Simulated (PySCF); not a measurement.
Gas-phase reaction: 2 GaF + 3 NO = Ga2O + 3 N + 2 FO

Computed with PySCF (xtb for GFN2) and rigid-rotor harmonic-oscillator thermochemistry at 1 bar. † marks an energy on the PBE0/def2-TZVP geometry and frequencies; other levels use their own. MP2 and CCSD(T) freeze the core. Open shells (unrestricted): NO (multiplicity 2, electronic degeneracy 4), N (multiplicity 4), FO (multiplicity 2, electronic degeneracy 4); the rest are closed-shell singlets. GFN2 has no spin-polarisation term. Spin-orbit splitting is ignored; it lowers the true energy and changes the entropy of NO, FO. B3LYP is the form with VWN-RPA correlation. Ga: all electrons, no relativistic terms. MP2 isn't extrapolated to the basis-set limit; its ΔH°(298 K) is 1706.8 kJ in def2-SVP and 1755.3 kJ in def2-TZVPP. CCSD(T) isn't extrapolated to the basis-set limit; its ΔH°(298 K) is 1622.8 kJ in def2-SVP and 1655.0 kJ in def2-TZVPP. The harmonic model lacks anharmonicity and excited electronic states, which grow with temperature; levels with a mode under 35 cm⁻¹ are left out. Soft modes under 120 cm⁻¹ make the harmonic entropy rough for Ga2O.

| level | ΔE electronic, kJ | ΔH°(298 K), kJ | ΔS°(298 K), J/K | ΔG°(1200 K), kJ |
|---|---|---|---|---|
| B3LYP/def2-TZVP† | 1766 | 1750 | 92 | 1620 |
| BLYP/def2-TZVP† | 1823 | 1807 | 92 | 1677 |
| CCSD(T)/def2-SVP† | 1639 | 1623 | 92 | 1493 |
| GFN2-xTB | 2643 | 2629 | 79 | 2516 |
| MP2/def2-SVP† | 1723 | 1707 | 92 | 1577 |
| MP2/def2-TZVPP† | 1771 | 1755 | 92 | 1626 |
| PBE/def2-SVP | 1856 | 1840 | 95 | 1707 |
| PBE0/def2-QZVP† | 1748 | 1732 | 92 | 1602 |
| PBE0/def2-SVP† | 1747 | 1731 | 92 | 1601 |
| PBE0/def2-TZVP | 1740 | 1724 | 92 | 1594 |
| ωB97M-V/def2-TZVP† | 1760 | 1744 | 92 | 1614 |
ΔH° is lowest at CCSD(T)/def2-SVP† and highest at GFN2-xTB. No reference value is set beside these.
